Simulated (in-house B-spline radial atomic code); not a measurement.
How numerical settings move a run on Zn²⁺, [Ar] 3d10. Computed with an all-electron radial atomic-structure program (B-spline basis): non-relativistic HSE06, spin-polarised, spherical fractional occupations, point nucleus.

Command:
```bash
python run_scf.py task.json out
```
Settings of the sound reference run:
```
Z                30
electrons        28
configuration    [Ar] 3d10
hamiltonian      nr
method           hse06
spin_polarised   True
knot_spacing     0.22
spline_order     8
gauss_points     12
box_radius       22.22
max_iterations   70
damping          0.5
damped_steps     3
diis_vectors     10
tolerance        1e-08
start            Thomas-Fermi
```

Run time, properties included: 0.4 s on 1 thread of Arm Neoverse V1 (shared host).

It converges in 9 iterations to -1778.194123 hartree, with 3d up at -33.5272 eV. The other runs change the listed settings, some to values that make no sense; their results aren't properties of the atom or ion. Radii are in bohr (the nuclear one in fm), a minus after a letter asks for a j subshell, and «unchanged» means within 1e-8 hartree. The run stops when the residual is below 10 × tolerance × max(1, Z/10), or a noise floor if that is larger, and the energy moves by less than 1e-8 × √|E| hartree; so very loose and very tight tolerances often act alike.

| changed settings | outcome |
| --- | --- |
| gauss_points = 4 | converged in 9 iterations, energy +7.95e-06 hartree from the reference, 3d up level +1.4e-05 eV |
| knot_spacing = 1.4, spline_order = 7, gauss_points = 4, max_iterations = 100, tolerance = 1e-06 | converged in 9 iterations, energy +5.97e+01 hartree from the reference, 3d up level -1.2e+01 eV (the program warns: 2s up reaches the box edge; 2s down reaches the box edge) |
| max_iterations = 100, diis_vectors = 4, start = bare nucleus | converged in 11 iterations, energy unchanged, 3d up level +2.4e-06 eV |
| max_iterations = 2 | not converged after 2 iterations, last residual 4.3e-01, last energy +4.60e+00 hartree from the reference |
| gauss_points = 6 | converged in 9 iterations, energy +6.65e-07 hartree from the reference, 3d up level +1.3e-06 eV |
| gauss_points = 8 | converged in 9 iterations, energy +7.12e-06 hartree from the reference, 3d up level +1.2e-05 eV |
| max_iterations = 12 | converged in 9 iterations, energy unchanged |
| max_iterations = 3 | not converged after 3 iterations, last residual 7.3e-02, last energy +1.06e-01 hartree from the reference |
| electrons = 29, configuration = [Ar] 3d10 2f1, max_iterations = 75 | stopped with error: there is no 2f shell |
| hamiltonian = dirac, method = hf, spin_polarised = False, nucleus = fermi, rms_radius = 3.9283, mass_number = 64, atomic_mass = 63.92914, speed_of_light = 22.50131 | stopped with error: Z/c is past the critical charge |
| max_iterations = 8 | not converged after 8 iterations, last residual 1.3e-05, last energy +4.30e-09 hartree from the reference |
| spline_order = 6, max_iterations = 75, tolerance = 1e-10, start = bare nucleus | converged in 11 iterations, energy +5.23e-07 hartree from the reference, 3d up level -1.6e-05 eV |

What happens with spline_order = 3, gauss_points = 8, box_radius = 2.22, max_iterations = 60, start = bare nucleus?

Converged in 10 iterations, energy +7.89e-01 hartree from the reference, 3d up level +1.0e+01 eV (the program warns: 3d up reaches the box edge; 3s up reaches the box edge).

What happens with gauss_points = 5?

Converged in 9 iterations, energy +3.32e-06 hartree from the reference, 3d up level +6.9e-06 eV.

What happens with gauss_points = 16?

Converged in 9 iterations, energy +1.25e-06 hartree from the reference, 3d up level +2.4e-06 eV.

What happens with electrons = 31, configuration = [Ar] 3d10 4s3, max_iterations = 75?

Stopped with error: shell 4s holds at most 1 electrons (per spin).
